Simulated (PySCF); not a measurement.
C2H7AlO, SMILES [CH3][Al]([OH])[CH3].

The structure is a stationary point at TPSSh-D3(BJ)/def2-SVP. The isomer is the one that the SMILES or the coordinates give; other isomers of the formula were not compared. The values are those of a single conformer.

These are TPSSh-D3(BJ)/def2-SVP run with PySCF values and carry that method's errors.

Frequencies are harmonic and unscaled.

Task: Give all harmonic wavenumbers and intensities. (The exact figures need the calculation; the answer reports its results.)

Result: 
```
mode  ν (cm⁻¹)  IR (km/mol)  moving atoms (share of kinetic energy)
----  --------  -----------  --------------------------------------
1           15          0.1                                  H 99 %
2           43          0.1                                  H 94 %
3          161          2.6          C 41 %, H 37 %, Al 14 %, O 8 %
4          194          9.3           Al 51 %, H 31 %, O 9 %, C 9 %
5          214         14.0         O 38 %, H 27 %, C 21 %, Al 14 %
6          396        118.8                           H 90 %, O 9 %
7          541          4.7                  C 60 %, H 21 %, O 16 %
8          556        118.6                           H 85 %, C 8 %
9          583          9.1                          H 84 %, C 15 %
10         614         23.4                          H 58 %, C 30 %
11         686         84.5                 H 68 %, C 20 %, Al 11 %
12         715         18.6                  H 67 %, C 22 %, O 11 %
13         726        199.8                 Al 41 %, H 31 %, C 25 %
14         871        141.5                 Al 45 %, O 38 %, H 13 %
15        1231         23.4                          H 79 %, C 21 %
16        1233         19.6                          H 80 %, C 20 %
17        1442          0.0                                  H 95 %
18        1443          0.0                                  H 95 %
19        1448          1.0                                  H 96 %
20        1453          3.3                                  H 96 %
21        3008          8.6                                  H 97 %
22        3012          5.9                                  H 97 %
23        3084          7.2                           H 91 %, C 9 %
24        3088         15.3                           H 91 %, C 9 %
25        3106         16.5                           H 91 %, C 9 %
26        3117         10.3                           H 91 %, C 9 %
27        3882         60.3                                  H 94 %
```
